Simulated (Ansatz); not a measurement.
System: GaH3, charge 0, singlet. GaH3 (SMILES [GaH3]).
B3LYP-D3(BJ)/def2-TZVP minimum from Ansatz (a quantum-chemistry and plane-wave program):
```xyz
4

Ga     0.0000     0.0000     0.0000
H      0.6658    -0.4314     1.3546
H     -0.3043     1.5149    -0.2776
H     -0.3615    -1.0834    -1.0770
```

Hartree-Fock and CCSD correlation energies in hartree (Ansatz). UHF or UKS for unpaired electrons; spin-orbit terms are left out. Correlated methods leave the cores frozen (noble-gas shells, and filled d and f shells in the p block). No relativity.

| basis | X | E(HF) | E(corr, CCSD) |
|---|---|---|---|
| cc-pVTZ | 3 | -1925.00133 | -0.11426 |
| cc-pVQZ | 4 | -1925.00524 | -0.11852 |
| cc-pV5Z | 5 | -1925.00572 | withheld |

Question: Fit E(corr) = E∞ + A/X³ to X = 3 and 4, predict X = 5, and compare with the run.

Answer: A = (-0.11426 - (-0.11852))/(1/27 - 1/64) = 0.1990; E∞ = -0.11852 - A/64 = -0.12163; at X = 5, E∞ + A/125 = -0.12004. The run gave -0.11966, 0.38 mEh above the prediction. The same form on X = 4 and 5 gives E∞ = -0.12086, 0.77 mEh above the first estimate.
